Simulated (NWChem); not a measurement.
InI2Cl; SMILES [In]([I])([I])[Cl]

All runs: NWChem. Coordinates come from a PBE0/def2-SVP optimisation. Not confirmed as a minimum by frequencies. def2 effective core potentials on In, I; no spin-orbit coupling.

Diagonal of the polarisability tensor at CAM-B3LYP/def2-SVPD, static: 160.45, 87.16, 128.57 bohr³.

Question: Find the mean polarisability volume, the molar refraction, and the refractive index that an ideal gas of it would have at 273.15 K and 1 atm.

Answer: 
1. Mean: one third of the trace = 125.39 bohr³ × 0.14818 Å³/bohr³ = 18.58 Å³.
2. Molar refraction (Lorentz-Lorenz): (4π/3) N_A α = 46.9 cm³/mol.
3. Number density p/kT = 2.687 × 10⁻⁵ Å⁻³; n − 1 = 2π N α = 31.37 × 10⁻⁴.
4. These hold the electronic response alone: vibrational and orientational terms add to the static dielectric constant.
